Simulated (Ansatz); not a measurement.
One change: `N[SiH2][SbH2]` becomes `C[SiH2]N`.

Ansatz, PBE0-D4/def2-TZVP geometries, multiplicity 1. Each molecule was computed in one conformer, which needn't be the lowest.

Elements past krypton have def2 core potentials.

```csv
property,`N[SiH2][SbH2]`
HOMO–LUMO gap (ωB97M-V/def2-TZVPP) / eV,10.12
HOMO–LUMO gap (B3LYP/def2-TZVPP) / eV,6.09
HOMO energy (ωB97M-V/def2-TZVPP) / eV,-8.82
HOMO–LUMO gap (PBE/def2-TZVPP) / eV,4.65
HOMO–LUMO gap (PBE0/def2-TZVPP) / eV,6.49
size of the dipole moment (ωB97M-V/def2-TZVPP) / D,1.53
```

**Question.** Give the same properties after the change, and the shifts. (An estimate is asked.)

**Answer.** Computed: 
| property | `C[SiH2]N` | shift |
| --- | --- | --- |
| HOMO–LUMO gap (ωB97M-V/def2-TZVPP) / eV | 11.69 | 1.57 |
| HOMO–LUMO gap (B3LYP/def2-TZVPP) / eV | 7.34 | 1.25 |
| HOMO energy (ωB97M-V/def2-TZVPP) / eV | -9.55 | -0.73 |
| HOMO–LUMO gap (PBE/def2-TZVPP) / eV | 5.65 | 1.00 |
| HOMO–LUMO gap (PBE0/def2-TZVPP) / eV | 7.88 | 1.39 |
| size of the dipole moment (ωB97M-V/def2-TZVPP) / D | 1.52 | -0.01 |

With PBE0 the HOMO falls by 0.38 eV and the LUMO rises by 1.02 eV, so the gap widens by about 1.40 eV. PBE moves the HOMO by -0.05 eV and ωB97M-V by -0.73 eV. The zero-point energy changes by 59.4 kJ/mol with +3 modes. Dipoles are sizes alone; their direction can turn.

B3LYP here is the variant with VWN-RPA as its local correlation; programs differ in this.

Spin–orbit coupling is left out; it splits and shifts lone-pair levels of the heavy atoms by tenths of an eV.
